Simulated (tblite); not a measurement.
A tight-binding relaxation on `FC[SiH2][C@@H](F)[SiH2][Se][SiH3]`.

Computed with GFN2-xTB geometry optimisation, gas phase (tblite 0.8.0). Start geometry: from a force field or distance geometry. A driver script takes a list of jobs; this job's settings line and coordinates (Å) are shown.

Command:
```bash
OMP_NUM_THREADS=1 python probes_run.py task.json out
```

Input:
```
{"job": {"kind": "relax", "xc": "GFN2-xTB", "basis": "xTB"}, "charge": 0, "multiplicity": 1}
F     -3.401500     1.883000     0.061800
C     -2.650600     0.996100    -0.647600
Si    -2.319000    -0.593600     0.323400
C     -0.860500    -1.394900    -0.530000
F     -1.192200    -1.647300    -1.842800
Si     0.487400    -0.108600    -0.508500
Se     2.409500    -1.112000     0.232600
Si     4.100100     0.400200    -0.055000
H     -1.646900     1.425600    -0.897700
H     -3.107900     0.672700    -1.595700
H     -3.499600    -1.463700     0.364700
H     -1.909500    -0.199900     1.678000
H     -0.553000    -2.330500    -0.004700
H      0.757900     0.412100    -1.868100
H      0.126500     1.024000     0.382900
H      5.142500    -0.275500    -0.806800
H      3.553200     1.528800    -0.832800
H      4.554900     0.790000     1.270200
```

Output:
```
step      E/eV     max force
  0    -740.86890    1.844
  1    -741.00062    0.919
  2    -741.07622    0.555
  3    -741.11509    0.408
  4    -741.14087    0.338
  5    -741.15484    0.276
  6    -741.16494    0.263
  7    -741.17351    0.255
  8    -741.18517    0.305
  9    -741.19743    0.285
... (201 lines left out)
211    -741.39006    0.022
212    -741.39012    0.017
213    -741.39018    0.014
214    -741.39023    0.011
215    -741.39028    0.012
216    -741.39031    0.011
217    -741.39035    0.012
218    -741.39038    0.011
219    -741.39040    0.011
220    -741.39042    0.009
```

«max force» is the largest atomic force in eV/Å.

Question: From which step on does the largest force stay under 0.1 eV/Å, and how much energy is left to gain from there?

Answer: From step 194 (0.065 eV/Å), 5.3 meV above the end.

Summary of the converged run: energy lowered by 12.0 kcal/mol over 220 steps; largest atomic force 0.009 eV/Å at the end.

Hardware: Arm Neoverse N1, one thread, no GPU, shared host with 64 logical CPUs at a one-minute load of 59. Cost: 4.2 s wall.
Labels such as C1 count atoms from 1, the log's own numbers from 0.
